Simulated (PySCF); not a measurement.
Calculation: PBE-D3(BJ)/def2-TZVP // PBE0-D3(BJ)/def2-TZVP run with PySCF. All species are isolated molecules in the gas phase. 

Reference species (SMILES): `[SiH3]C1CC1` (neutral, multiplicity 1).

```
Item             Result
-------------  --------
HOMO           -7.05 eV
dipole moment    1.01 D
```

Changed species: `C/C=C/[SiH3]`.

Task: Give the shifts of the HOMO and dipole moment.

Result: the HOMO goes up by 0.62 eV, to -6.43 eV; the dipole moment rises by 0.40 D, to 1.41 D.
